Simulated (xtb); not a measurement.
Job for xtb: GFN2-xTB on C2H6ClF (a complex), monomers drawn apart or pushed together.

```
$ xtb mol.xyz --gfn 2 --sp --chrg 0 --uhf 0
10

C     -0.57559827    -0.12754551    -0.26769567
F      0.33471154    -1.13373242     0.06467299
H     -1.44611109    -0.59052219    -0.73301743
H     -0.86134994     0.39414884     0.64465849
H     -0.09280936     0.55699677    -0.96554066
C      0.70410570    -0.85172457     3.75210219
Cl    -0.45010427     0.52542055     3.86464791
H      0.77890487    -1.14319119     2.70989589
H      1.66363854    -0.51592056     4.13305736
H      0.31503615    -1.66453490     4.35753800
```

Problem. Give the final energy of this run.

Solution. -16.6062 hartree.
